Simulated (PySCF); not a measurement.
Vertical excitations of a molecule C2H9NOSi from TDA-B3LYP/def2-SVPD (PySCF), as energy in eV (oscillator strength): 6.42 (0.057), 7.06 (0.003), 7.22 (0.002), 7.45 (0.004), 7.70 (0.017), 7.75 (0.012), 7.78 (0.006), 7.83 (0.013), 7.98 (0.071), 8.26 (0.013). Lowest triplet (TDA): 6.06 eV. The structure is a stationary point at B3LYP-D3(BJ)/def2-SVP. One conformer was computed; it need not be the lowest.

### Question
Which molecule gave these data?
(A) CO[SiH](C)N
(B) CN(C)[SiH2]O
(C) CNC[SiH2]O
(D) C[Si](C)(N)O

### Answer
A, CO[SiH](C)N
